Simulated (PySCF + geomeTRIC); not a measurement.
Species: C4H7B, SMILES `BC(=C)C=C` (charge 0, multiplicity 1).

Question: Give a relaxed geometry from PySCF + geomeTRIC with B3LYP-D3(BJ)/def2-TZVP.

Answer: This is not unique; one that fits is the end point of this relaxation, one of several conformers (outside a Z-matrix the atoms follow the SMILES, hydrogens last).
Z-matrix (Å, degrees):
```
C
C 1 1.3504
H 2 1.0819 1 121.19
H 2 1.0867 3 116.63 1 180.00
C 1 1.4705 2 118.95 3 180.00
C 5 1.3324 1 126.12 2 179.98
H 6 1.0817 5 122.00 1 0.00
H 6 1.0819 7 117.03 5 179.99
H 5 1.0880 6 118.30 7 -180.00
B 1 1.5446 2 117.19 3 -0.04
H 10 1.1906 1 122.78 2 -179.93
H 10 1.1917 11 118.73 7 179.95
```
